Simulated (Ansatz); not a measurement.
Consider the cleavage of the B–B bond: `BB(O)N=C` + H–F → `C=NB(O)F` + BH₃.

Computed with Ansatz on PBE0-D4/def2-TZVP structures; ΔE is electronic, products minus reactants. CCSD(T)/CBS is the MP2 limit (def2-TZVPP, def2-QZVPP) plus CCSD(T) − MP2 in def2-TZVPP, frozen cores. This one scheme is used for every species. Functionals use def2-TZVPP. B3LYP here is the variant with VWN-RPA as its local correlation; programs differ in this. One conformer a species, not always the lowest.

`BB(O)N=C`:

Cartesian coordinates in Å:
```
B 1.085 -0.524 -1.193
B -0.318 0.162 -0.542
O -1.161 1.044 -1.177
N -0.666 -0.249 0.755
C -0.480 -0.087 1.977
H 1.145 -1.658 -1.573
H 2.100 0.114 -1.268
H -0.899 1.234 -2.079
H 0.163 0.702 2.389
H -0.970 -0.738 2.710
```

H–F:

```xyz
2

F    -0.150   -0.050   -0.432
H     0.150    0.050    0.432
```

`C=NB(O)F`:

Z-matrix (Å, degrees):
```
C
N 1 1.251
H 1 1.095 2 120.4
H 1 1.099 2 123.8 3 179.9
B 2 1.426 1 134.3 3 -179.2
F 5 1.330 2 119.4 1 87.5
O 5 1.356 2 123.3 1 -97.9
H 7 0.959 5 113.2 2 2.7
```

BH₃:

```xyz
4

B     0.000    0.000    0.000
H    -0.853   -0.797   -0.248
H    -0.029    0.606    1.028
H     0.882    0.191   -0.780
```

| level | ΔE (kJ/mol) | difference from CCSD(T)/CBS |
| --- | --- | --- |
| LDA (SPW92) | -139.5 | 15.0 |
| revPBE-D4 | -137.0 | 17.5 |
| B3LYP-D4 | -157.6 | -3.1 |
| BHLYP-D4 | -169.9 | -15.4 |
| ωB97M-V | -163.2 | -8.7 |
| PBE | -140.3 | 14.2 |
| revPBE | -140.6 | 13.9 |
| r2SCAN | -157.4 | -2.9 |
| PBE0 | -149.5 | 5.0 |
| BHLYP | -173.3 | -18.8 |
| MP2/def2-SVP | -183.7 | -29.2 |
| SCS-MP2/def2-TZVPP | -165.9 | -11.4 |
| CCSD(T)/def2-TZVPP | -159.9 | -5.4 |
| MP2/def2-QZVPP | -157.3 | -2.8 |
| SCS-MP2/def2-QZVPP | -162.9 | -8.4 |
| CCSD/CBS(def2) | -158.3 | -3.8 |
| CCSD(T)/CBS | -154.5 | 0 |

Largest T1 diagnostic among the species: 0.014.

At CCSD(T), def2-SVP lies −25.8 kJ/mol from the extrapolated value and def2-TZVPP −5.4 kJ/mol. The D4 term adds +3.7 kJ/mol with B3LYP and +2.1 kJ/mol with PBE0; it sums over pairs of atoms, weighted by their polarisabilities, and B3LYP, whose exchange is more repulsive, gets the larger term.
